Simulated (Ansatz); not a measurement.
One geometry of HfTe₂⁻, several levels of theory.

```yaml
crystal:
  periodic: [false, false, false]
  atoms:
    - {symbol: Hf, position_ang: [-0.960542, -1.269345, 0.082776]}
    - {symbol: Te, position_ang: [-0.613280, 1.468053, 0.046529]}
    - {symbol: Te, position_ang: [1.573822, -0.198708, -0.129315]}
basis:
  gaussian: {orbitals: def2-TZVPD, initial_orbitals: start.molden}
total_charge: -1
magnetization: {spin_polarized: true, initial_magnetization: 1}
hamiltonian: {xc: pbe0, dispersion: d4}
scf: {omitted_lower_state_checks: [starts]}
output: {orbitals: {seedname: orbitals}}
```

The file start.molden holds the orbitals of an earlier run on this structure, at another level or in another basis.

```sh
$ ansatz run in.yaml --threads 4 --pin off --events-out ev --progress --plain --max-ram 3916MiB
```

Output, abridged:

```
Functional definition: PBE0
1393 factors; their error is unknown
mean field evaluation 1: about -15894.3179 eV, gradient 2.6e1 eV
mean field evaluation 2: about -15894.8472 eV, gradient 1.0e0 eV
mean field evaluation 4: about -15895.1918 eV, gradient 4.3e-1 eV
mean field evaluation 8: about -15895.1921 eV, gradient 2.8e-5 eV
mean field -15895.19208347 eV, -584.1375349192 hartree, gradient 9.0e-6 eV, S^2 1.199136; 0 other end points of the search recorded, 0 dependent functions left out
reference -15895.19211874 eV, -584.1375362155 hartree; 31, 30 occupied and 130, 131 virtual orbitals, 1393 factors
Total energy: -15895.33984918 eV, -584.1429652092 hartree
Checks for a lower state left out: starts
```

Hardware: 4 threads of Arm Neoverse V2 on a shared host. Wall time 12 s, peak host memory 0.84 GiB.

First input, but with `hamiltonian: {xc: pbe, dispersion: d4}` (abridged; 8 s):

```
Functional definition: PBE
mean field -15895.29947846 eV, -584.1414816125 hartree, gradient 8.1e-6 eV, S^2 1.029499
Total energy: -15895.47310214 eV, -584.1478621652 hartree
Checks for a lower state left out: starts
```

The first input with `hamiltonian: {xc: r2scan, dispersion: d4}` (abridged; 19 s):

```
Functional definition: r2SCAN
mean field evaluation 16: about -15901.2856 eV, gradient 6.1e-6 eV
mean field -15901.28561749 eV, -584.3614681641 hartree, gradient 6.1e-6 eV, S^2 1.372631
Total energy: -15901.31323631 eV, -584.3624831373 hartree
Checks for a lower state left out: starts
```

Geometry: B3LYP-D4/def2-TZVP, that of the neutral singlet.

In the def2 sets Hf, Te take a core potential; there is no spin–orbit coupling. At PBE0-D4/def2-TZVPD, PBE-D4/def2-TZVPD, r2SCAN-D4/def2-TZVPD the charge -1 doublet is spin-contaminated (final ⟨S²⟩ up to 1.37, 0.75 for a pure state). At PBE-D4/def2-TZVPD, r2SCAN-D4/def2-TZVPD the highest occupied level of the charge -1 doublet lies above zero (up to 0.46 eV). Its loss leaves the charge 0 singlet, which lies 1.55 eV higher (vertical, at PBE-D4/def2-TZVPD), but this difference is unsure: the singlet is doubtful (at the level of its geometry, restricted singlet, unstable towards broken spin symmetry at other levels and untested here). The structure comes from a short search, and lower isomers may exist.
